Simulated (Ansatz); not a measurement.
Relaxation of Cl3H2O2Sn (8 atoms, charge 0, multiplicity 2), to a largest force component of 0.03 eV/Å in at most 50 steps.

Computed with UKS PBE/def2-SVP in Ansatz 0.2.0.

```xyz
8
Properties=species:S:1:pos:R:3:forces:R:3
Sn 0.053 -0.048 -0.099 0.00 0.02 0.29
Cl 0.038 0.087 3.499 0.02 0.00 -0.81
O 1.845 -0.002 -1.024 0.00 0.00 0.01
H 2.269 -0.883 -0.948 0.00 -0.01 0.00
Cl -1.167 1.810 -0.991 -0.01 0.00 -0.01
O -0.759 -1.812 -0.683 -0.08 0.00 0.03
H -1.700 -1.859 -0.407 0.08 0.00 -0.03
Cl -0.002 0.057 5.556 -0.01 -0.01 0.53
```

Question: Where does it end, and by what steps?

Answer: It converged. After 30 steps the energy has fallen by 1.505 eV; Cl8 moved furthest, 3.02 Å. Joined: Sn1–Cl2 (3.60 → 2.50 Å), Sn1–Cl8 (5.66 → 2.72 Å).

```tsv
step	energy less start (eV)	largest force component (eV/Å)	accepted
0	0.0000	0.813	yes
2	-0.2633	1.128	yes
4	-0.6028	1.479	yes
6	-0.9016	1.026	yes
8	-0.9728	0.132	yes
10	-1.0241	0.292	yes
12	-1.0741	0.065	yes
14	-1.1343	0.143	yes
16	-1.2303	0.323	yes
18	-1.3538	0.188	yes
20	-1.4195	0.112	yes
22	-1.4513	0.142	yes
24	-1.4895	0.389	yes
26	-1.5022	0.280	yes
28	-1.5022	0.123	no
30	-1.5047	0.013	yes
```

```xyz
8
Properties=species:S:1:pos:R:3
Sn 0.042 -0.011 0.446
Cl 1.328 0.514 2.527
O 1.610 0.034 -0.790
H 1.854 -0.896 -0.980
Cl -1.235 1.831 -0.247
O -0.577 -1.886 0.184
H -1.166 -2.098 0.938
Cl -1.278 -0.137 2.825
```

Whether the end is a true minimum wasn't checked by a vibrational analysis.

Time of the run: 80 s on 4 threads of Arm Neoverse V1 (shared host), peak memory 0.24 GiB.
